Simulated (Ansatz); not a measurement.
As₄, SMILES `[As]12[As]3[As]1[As]23` from Hartree–Fock to CCSD(T)

Cartesian coordinates in Å:
```
As 0.754 -0.342 -1.232
As -0.950 -1.095 0.318
As -0.753 1.262 -0.214
As 0.949 0.175 1.128
```

The species carries charge 0 and has multiplicity 1. Correlated methods include outer-core shells of As, which these sets cover unevenly. Scalar relativity is left out up to krypton. The geometry is a stationary point of PBE0-D4/def2-TZVP. Frozen core, restricted reference, the Gaussian-basis code of Ansatz.

```json
{"basis": "def2-SVP", "HF (Eh)": "-8935.76686", "MP2 corr.": "-0.92394", "CCSD corr.": "?", "(T)": "-0.03969", "CCSD(T) total": "?"}
{"basis": "def2-TZVPP", "HF (Eh)": "?", "MP2 corr.": "?", "CCSD corr.": "-1.01847", "(T)": "-0.05662", "CCSD(T) total": "?"}
{"basis": "def2-QZVPP", "HF (Eh)": "-8937.06893", "MP2 corr.": "?", "CCSD corr.": "–", "(T)": "–", "CCSD(T) total": "–"}
```

(1) Fill in the withheld values. (Best estimate.)

Results:

(1) Computed: def2-SVP CCSD corr.: -0.89672; def2-SVP CCSD(T) total: -8936.70327; def2-TZVPP HF (Eh): -8936.89052; def2-TZVPP MP2 corr.: -1.05090; def2-TZVPP CCSD(T) total: -8937.96561; def2-QZVPP MP2 corr.: -2.18545.
